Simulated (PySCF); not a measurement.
Numbering as in the mapped SMILES `[CH:1]#[C:2][BH:3][C:4]#[C:5][CH3:6]`; H(Xn) means a hydrogen on atom n.

PySCF 2.14 calculation with couplings computed with B3LYP/pcJ-1 (spin–dipole term only in couplings to heteroatoms), KT3/pcSseg-2 with gauge-including orbitals and PBE0-D3(BJ)/def2-SVP geometry; a single conformation, non-relativistic Hamiltonian, equivalent nuclei averaged, no solvent.

**Question.** Predict the 2D correlation tables (HSQC, COSY, HMBC).

**Answer.** 

HSQC (one-bond C–H):
```
          δH          δC  ¹J(C,H) (Hz)
4.39 (H(C1))  113.2 (C1)           265
2.40 (H(C6))    8.8 (C6)           139
```

COSY cross peaks (|J| ≥ 2 Hz):
```
          δH            δH  abs. J (Hz)  bonds
5.45 (H(B3))  4.39 (H(C1))          2.6      4
5.45 (H(B3))  2.40 (H(C6))          2.3      5
```

HMBC (two and three bonds, |J| ≥ 2.5 Hz):
```
          δH                   δC [abs. J in Hz]
5.45 (H(B3))  132.7 (C5) [3.8], 113.2 (C1) [3.9]
4.39 (H(C1))                    95.2 (C2) [45.5]
2.40 (H(C6))  132.7 (C5) [10.9], 97.7 (C4) [4.2]
```

δ = σ(ref) − σ, references computed at the same level: TMS for ¹H and ¹³C.

Hydrogens on boron are broadened and split by ¹¹B (spin 3/2, 80 %) and 10B (spin 3). A carbon bonded to boron is broadened by the quadrupolar boron nucleus and is often missing from a measured spectrum. Shifts are as computed, not scaled to solution data. Of 1211 compounds with measured shifts, 218 miss one by over three times the rms of a fit or turn the order of signals round; such compounds aren't used in these exercises.
